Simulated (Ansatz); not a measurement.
Relaxation of GeH$_{7}$NOSi$_{2}$ (12 atoms, charge 0, multiplicity 1), to a largest force component of 0.015 eV/Å in at most 40 steps.

Computed with RKS BHLYP-D4/def2-SVP in Ansatz.

```xyz
12
Properties=species:S:1:pos:R:3
Ge -1.623 -0.672 1.309
Si 0.451 -0.001 0.638
N 0.352 1.317 -0.580
Si 1.121 0.126 -1.712
O 1.103 -1.120 -0.520
H -2.535 -0.881 0.037
H -1.559 -1.913 2.158
H -2.272 0.529 2.124
H 1.394 0.309 1.778
H 1.166 1.973 -0.314
H 2.385 0.485 -2.142
H 0.094 -0.206 -2.744
```

Q: Where does it end, and by what steps?

A: The forces met the threshold. After 11 steps the energy has fallen by 0.882 eV; H10 moved furthest, 0.78 Å.

```csv
step,energy less start (eV),largest force component (eV/Å),accepted
0,0.0000,3.391,yes
1,-0.4507,1.223,yes
2,-0.5934,0.943,yes
3,-0.6712,0.918,yes
4,-0.7671,1.372,yes
5,-0.8466,0.377,yes
6,-0.8701,0.393,yes
7,-0.8765,0.265,yes
8,-0.8805,0.095,yes
9,-0.8816,0.062,yes
10,-0.8817,0.064,yes
11,-0.8822,0.007,yes
```

```xyz
12
Properties=species:S:1:pos:R:3
Ge -1.662 -0.607 1.370
Si 0.540 -0.058 0.660
N 0.640 1.238 -0.504
Si 1.194 0.130 -1.724
O 1.090 -1.083 -0.563
H -2.557 -0.818 0.145
H -1.686 -1.881 2.223
H -2.259 0.533 2.208
H 1.478 0.021 1.804
H 0.443 2.221 -0.479
H 2.566 0.336 -2.233
H 0.290 -0.087 -2.873
```

The run took 44 s on 2 threads of INTEL(R) XEON(R) PLATINUM 8581C CPU @ 2.10GHz (Emerald Rapids) (shared host), peak memory 0.38 GiB.
